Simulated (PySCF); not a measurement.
Job file and geometry (Å, from GFN2-xTB) of an NMR shielding run on `CCCB(P)CCCl`, C₅H₁₃BClP, GIAO PBE0/pcSseg-1 NMR shielding, non-relativistic, gas phase (PySCF 2.14.0, density-fitted response routines); density fitting, a coarse starting grid and PySCF grid level 2 are the driver's defaults:

```
$ OMP_NUM_THREADS=1 python probes_run.py task.json out

{"job": {"kind": "nmr", "xc": "PBE0", "basis": "pcSseg-1"}, "charge": 0, "multiplicity": 1}
C      3.165918    -0.466057    -0.105755
C      1.804436    -0.067932     0.449752
C      0.736859     0.022278    -0.657761
B     -0.659896     0.424810    -0.031049
P     -1.223028     2.213702    -0.098447
C     -1.617216    -0.700048     0.570766
C     -2.956713    -0.799215    -0.156628
Cl    -3.837034     0.750898    -0.087614
H      3.113306    -1.443406    -0.580600
H      3.904565    -0.510735     0.691801
H      3.503037     0.256576    -0.845544
H      1.489654    -0.799385     1.197475
H      1.886720     0.900477     0.949281
H      1.084422     0.753600    -1.393353
H      0.698769    -0.947599    -1.161105
H     -1.697803     2.380065     1.186882
H      0.003605     2.812622     0.140287
H     -1.162299    -1.693458     0.528658
H     -1.824638    -0.494091     1.625547
H     -3.606966    -1.546006     0.298820
H     -2.814619    -1.030152    -1.212477
```

**Question.** Write the output of this run.

**Answer.** 
```
coarse grid: 17824 points
cycle   1  E = -1024.0309365022  dE =  6.097e-01  |g| = 4.498e-01  |ddm| = 3.942e+00
cycle   2  E = -1024.0237970207  dE =  7.139e-03  |g| = 4.945e-01  |ddm| = 9.530e-01
cycle   3  E = -1024.0878769543  dE = -6.408e-02  |g| = 4.877e-02  |ddm| = 5.125e-01
cycle   4  E = -1024.0884058523  dE = -5.289e-04  |g| = 2.443e-02  |ddm| = 9.358e-02
cycle   5  E = -1024.0885627115  dE = -1.569e-04  |g| = 4.319e-03  |ddm| = 3.326e-02
cycle   6  E = -1024.0885670796  dE = -4.368e-06  |g| = 1.477e-03  |ddm| = 6.392e-03
final grid: 160760 points
cycle   7  E = -1024.1341549588  dE = -5.064e-05  |g| = 9.947e-03  |ddm| = 3.391e-02
cycle   8  E = -1024.1341414117  dE =  1.355e-05  |g| = 1.210e-02  |ddm| = 1.939e-02
cycle   9  E = -1024.1341800770  dE = -3.867e-05  |g| = 9.773e-04  |ddm| = 1.202e-02
cycle  10  E = -1024.1341802982  dE = -2.212e-07  |g| = 2.828e-04  |ddm| = 1.581e-03
cycle  11  E = -1024.1341803192  dE = -2.104e-08  |g| = 6.263e-05  |ddm| = 3.397e-04
cycle  12  E = -1024.1341803201  dE = -9.195e-10  |g| = 1.883e-05  |ddm| = 7.481e-05
converged SCF energy = -1024.1341803201

GIAO shielding tensors (ppm)
atom      isotropic    diamagn.    paramagn.     s11        s22        s33       span
  0 C      165.888     244.794     -78.907    153.384    156.771    187.508     34.124
  1 C      163.897     249.770     -85.873    158.453    162.785    170.454     12.002
  2 C      148.317     252.210    -103.893    122.845    158.664    163.442     40.597
  3 B        4.865     191.270    -186.406    -78.845    -29.821    123.260    202.105
  4 P      512.068     967.361    -455.294    445.688    485.999    604.516    158.827
  5 C      151.495     250.799     -99.304    141.317    155.085    158.083     16.767
  6 C      142.125     244.641    -102.516    110.641    137.924    177.809     67.167
  7 Cl     830.414    1146.010    -315.595    702.319    796.445    992.479    290.160
  8 H       30.666      29.046       1.620     26.488     29.047     36.462      9.974
  9 H       30.266      27.194       3.072     25.654     27.323     37.821     12.168
 10 H       30.615      28.664       1.951     26.439     29.040     36.365      9.926
 11 H       30.506      33.428      -2.921     24.867     31.370     35.282     10.415
 12 H       30.525      32.841      -2.316     25.104     31.223     35.247     10.143
 13 H       29.928      33.979      -4.050     26.404     30.218     33.164      6.760
 14 H       30.425      34.279      -3.854     27.044     30.053     34.178      7.135
 15 H       29.147      30.387      -1.240     23.470     28.477     35.495     12.025
 16 H       29.021      31.520      -2.499     23.631     27.379     36.055     12.424
 17 H       29.772      33.447      -3.674     25.013     28.994     35.310     10.297
 18 H       29.813      31.387      -1.574     26.703     28.660     34.076      7.373
 19 H       27.691      27.099       0.592     20.904     27.401     34.769     13.865
 20 H       28.567      28.596      -0.029     22.617     27.939     35.145     12.528
```

Size and cost of the density-fitted run: 215 basis functions, 63 s wall time on 1 thread of an Arm Neoverse V1, shared host; peak memory 0.96 GiB.
